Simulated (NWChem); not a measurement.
A series in which one site is exchanged, each optimised at PBE0/def2-SVP with NWChem, gas phase unless a solvent is named. All stand in one matching conformer (torsions within 35°), which need not be the lowest. Some are not confirmed as minima by frequencies. def2 effective core potentials on Cd, I; no spin-orbit coupling.

A: [NH2][CdH] (CdNH$_{3}$; site = H)
B: [NH2][Cd][Cl] (CdNH$_{2}$Cl; site = Cl)
C: [NH2][Cd][Br] (CdNH2Br; site = Br)
D: [NH2][Cd][I] (CdNH$_{2}$I; site = I)

Values for A:

- dipole (D), PBE0/def2-SVP: 1.09
- vertical ionisation energy, ΔSCF, PBE/def2-SVP (eV): 8.82
- static polarisability, PBE0/def2-SVPD (bohr³): 42.1
- lowest singlet excitation, PBE0/def2-SVPD, TDA (eV): 4.89

How do these values change for the other members?


```csv
change from A,B,C,D
"dipole (D), PBE0/def2-SVP",+1.59,+1.54,+1.36
"vertical ionisation energy, ΔSCF, PBE/def2-SVP (eV)",+0.32,+0.13,-0.18
"static polarisability, PBE0/def2-SVPD (bohr³)",+11.3,+20.4,+35.8
"lowest singlet excitation, PBE0/def2-SVPD, TDA (eV)",-0.12,-0.20,-0.40
```
